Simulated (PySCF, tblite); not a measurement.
Isomers of [C5H10OS]- (charge -1 and doublet state), one GFN2-xTB conformer each. Single-point energies are computed at B3LYP/pcH-1 (PySCF, gas phase, no added dispersion term), electronic only. GFN2-xTB treats the open shell by occupation alone, and not every SCF solution was tested for stability.

**Question.** Rank them by B3LYP/pcH-1 energy, lowest first (kcal/mol).
A. `[CH3:1][CH2:2][CH2:3][O:4][C:5]([CH3:6])[S-:7]` (charge -1 and doublet state) with C1–C2–C3–O4 177°, C2–C3–O4–C5 75°, C3–O4–C5–C6 -124°
B. `[CH3:1][CH2:2][S:3][CH2:4][CH2:5][CH:6][O-:7]` (charge -1 and doublet state) with C1–C2–S3–C4 -71°, C2–S3–C4–C5 -51°, S3–C4–C5–C6 -175°, C4–C5–C6–O7 -97°

**Answer.** A (0.0), B (14.2).

GFN2-xTB itself gives, in the same order: 0.0, 16.9. Both levels put the same isomer lowest.

**Question.** What happens when harmonic zero-point energies from GFN2-xTB frequencies are added?

**Answer.** 
```tsv
SMILES	ZPE (kcal/mol)	electronic (kcal/mol)	with ZPE (kcal/mol)
CCCO[C](C)[S-]	86.7	0.0	0.0
CCSCC[CH][O-]	85.3	14.2	12.7
```

The zero-point energies span 1.4 kcal/mol. The order is unchanged.
